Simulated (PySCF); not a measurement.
SMILES c1ccc(cc1)[SiH2]CB (C7H11BSi) at its GFN2-xTB optimised geometry (Å):

```
20

B      0.4206    -3.2457    -1.8879
C     -1.0920    -3.0188    -1.6678
Si    -1.3502    -2.0847    -0.0082
C     -0.4020    -0.4525     0.0000
C     -1.0535     0.7771     0.0038
C     -0.3435     1.9648     0.0017
C      1.0406     1.9437    -0.0005
C      1.7079     0.7295     0.0000
C      0.9909    -0.4525     0.0000
H      0.9534    -4.1718    -1.4065
H      1.0523    -2.4825    -2.5135
H     -1.6620    -3.9415    -1.5683
H     -1.5638    -2.4150    -2.4423
H     -0.8988    -2.9089     1.1227
H     -2.7884    -1.8093     0.1364
H     -2.1341     0.8025     0.0087
H     -0.8695     2.9089     0.0019
H      1.5980     2.8692    -0.0028
H      2.7884     0.7070    -0.0011
H      1.5169    -1.3977    -0.0062
```

Method: PySCF with PBE/def2-SVP.

Map of the electrostatic potential (hartree/e), clipped to [-0.08, 0.12] on the plane z = 1.0 Å:

```
|0000000000000000000000000000000|
|0000000000111110001111100000000|
|0000000001111111111111110000000|
|0000000011111111111111111000000|
|0000000011111111111111111100000|
|0000000011122211111222111100000|
|0000000011122221112222111100000|
|0000000011112333233322111100000|
|0000000011113675457632111100000|
|0000001111124797479842111111000|
|0000011111124675458642111111000|
|0000111112245443234444211111100|
|0000111222478632223587422211100|
|0000011223489632223698422211100|
|0000011122356532223565322111100|
|0000001111234554346543211111000|
|0000000111234896479742111110000|
|0000000112345886479731100000000|
|0000001135777664345421110000000|
|0000011259999853223321110000000|
|0000012479999963212222110000000|
|0000012489999973211111110000000|
|0000001379999983111111100000000|
|0000001259999993111111000000000|
|0000001236999993100000000000000|
|0000000123499961000000000000000|
|0000000111235420000000000000000|
|0000000000011000000000000000000|
|0000000000000000000000000000000|
|0000000000000000000000000000000|
|0000000000000000000000000000000|
```
Scale: ten equal steps from -0.005 (start of '0') to 0.120 (end of '9'), in the order '0123456789'; x runs from -5.00 to 5.00, y from -5.00 (bottom) to 5.00 (top).
